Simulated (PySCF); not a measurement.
Labels have come off several samples. The candidates:

A. propane
B. `N#CC1=C[C@H]2CC[C@]1(F)CC2`
C. 1,2-bis(dimethylphosphino)ethane

Spectrum 1. 1H NMR (300 MHz, computed): δ 1.20 (m, 4H), 1.00 (m, 12H). 13C{1H} NMR (computed): δ 35.9 (CH2), 18.2 (CH3).

Spectrum 2. 1H NMR (300 MHz, computed): δ 7.24 (m, 1H), 2.59 (m, 1H), 1.86 (m, 2H), 1.69 (m, 2H), 1.69 (m, 2H), 1.44 (m, 2H). 13C{1H} NMR (computed): δ 158.3 (CH), 128.7 (C), 118.6 (C), 97.7 (C), 34.8 (CH), 34.1 (CH2), 28.0 (CH2).

Spectrum 3. 1H NMR (300 MHz, computed): δ 1.38 (sept, J = 7.7 Hz, 2H), 1.00 (t, J = 7.7 Hz, 6H). 13C{1H} NMR (computed): δ 20.9 (CH2), 18.8 (CH3).

In vacuum, no relativistic terms, averaged over atoms made equivalent by symmetry, fast rotation or ring inversion, one computed conformer. GFN2-xTB structure; couplings computed with B3LYP/pcJ-1 (spin–dipole term left out of most H,H and C,H couplings); σ from GIAO-PBE0/pcSseg-1; PySCF 2.14.

Referencing at the same level of theory: 1H and 13C vs TMS. Multiplet labels drop J under 1 Hz and among equivalent protons, and merge close values. Unscaled 3J(H,H) run several per cent high. Splittings of carbon signals by F and P are missing where no couplings were computed. Where no couplings were computed, multiplicities follow the n + 1 count of equivalent neighbours, and m marks all less simple cases (inequivalent or close neighbours, rings, F or P nearby). Shifts are as computed. Against solution values, carbons near 30 ppm lie about +3 ppm off and those near 130 ppm about +5 ppm. Of 1211 compounds with measured shifts, 218 miss one by over three times the rms of a fit or turn the order of signals round; such compounds aren't used in these exercises.

Q: Which spectrum belongs to which compound?

A: 1–C, 2–B, 3–A.

- Spectrum 1 (C): 2 13C signals; δC 35.9 is an sp3 CH2 bonded to P; δC 18.2 is a methyl carbon bonded to P.
- Spectrum 2 (B): 7 13C signals; δC 158.3 is an alkene CH; δC 128.7 is a fully substituted alkene carbon.
- Spectrum 3 (A): 2 13C signals; δC 20.9 is an sp3 CH2; δC 18.8 is a methyl carbon.
